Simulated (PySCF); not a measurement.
Computed structure and properties of [TlF2]+

System: [TlF2]+ (singlet); start: template (C2v). Method: PySCF 2.14.0, RKS BP86, Tl def2-SVP with ECP60, F def2-SVP; non-relativistic Hamiltonian with scalar-relativistic core potentials where named; density fitting; no spin-orbit coupling.

Input of the relaxation:

```python
mol = gto.M(atom='''
Tl     0.00000     0.00000    -0.12142
F      1.73480    -0.00000     0.65498
F     -1.73480     0.00000     0.65498''',
    basis={'Tl': 'def2-SVP', 'F': 'def2-SVP'},
    ecp={'Tl': 'def2-SVP'},
    charge=1, spin=0)
mf = dft.RKS(mol, xc='B88,P86')
mf.grids.atom_grid = (50, 194)
mf = mf.density_fit()  # fitting sets: Tl def2-universal-JKFIT, F def2-universal-JKFIT
mf.conv_tol = 1e-08; mf.max_cycle = 55
mf.kernel(dm0)  # dm0: converged density of the start geometry
# quasi-Newton relaxation in Cartesian coordinates to a largest gradient under 0.00045 Eh/bohr, steps kept in the point group
```

Run from Python with OMP_NUM_THREADS=2; the lines above give its settings. Where DIIS fails, smearing, a level shift and second-order steps follow.
It took 6 s on 2 threads of Arm Neoverse V2 (shared host), from the converged density of the start.

Course of the relaxation:

| step | energy above end (eV) | largest force component within the symmetry (eV/Å) |
| --- | --- | --- |
| 0 | 0.8801 | 2.542 |
| 1 | 0.4076 | 1.315 |
| 2 | 0.2469 | 1.202 |
| 3 | 0.1107 | 1.128 |
| 4 | 0.0241 | 0.458 |
| 5 | 0.0004 | 0.047 |
| 6 | 0.0000 | 0.019 |
| 7 | 0.0000 | 0.000 |

Relaxed geometry (D∞h):

```xyz
3

Tl    0.0000    0.0000    0.3962
F     1.9507    0.0000    0.3962
F    -1.9507    0.0000    0.3962
```

| contact | Å |
| --- | --- |
| Tl1–F2 (F) | 1.951 |
| Tl1–F3 (F) | 1.951 |

On the finer grid (75, 302):

```
HOMO                                                          : -16.08 eV
LUMO                                                          : -12.73 eV
Dipole about the centre of mass                               : 0.00 D
Set of Mulliken populations of Tl1 outside the core potential : s 3.15, p 6.47, d 10.04
D3(BJ) dispersion energy (not in the energies)                : -0.051 eV
```

```tsv
atom	Mulliken (e)	Löwdin (e)	spin (e)
Tl1	1.34	1.11	0.00
F2	-0.17	-0.06	0.00
F3	-0.17	-0.05	0.00
```

On the grid (50, 194), as all that follows. Harmonic modes: a minimum; lowest 146 cm⁻¹ (negative: unstable), highest 667 cm⁻¹, zero-point energy 0.094 eV.

Taking off one F (charge -1, singlet; the rest: singlet) in vacuum, both parts rigid, costs 20.88 eV; the small basis without counterpoise inflates it. Most of it is the attraction of opposite charges; other ways to part are cheaper, and one spin state was tried for the rest.

Rigid scan of F along the line from its metal:

distance to F2 (Å), energy (eV) and a bar:
```
     1.65      1.884 ############################
     1.75      0.694 ##########
     1.85      0.144 ##
     1.95      0.000 
     2.05      0.103 ##
     2.15      0.347 #####
     2.35      1.017 ###############
     2.65      2.029 ##############################
```

One start shape was tried, so this needn't be the lowest isomer.
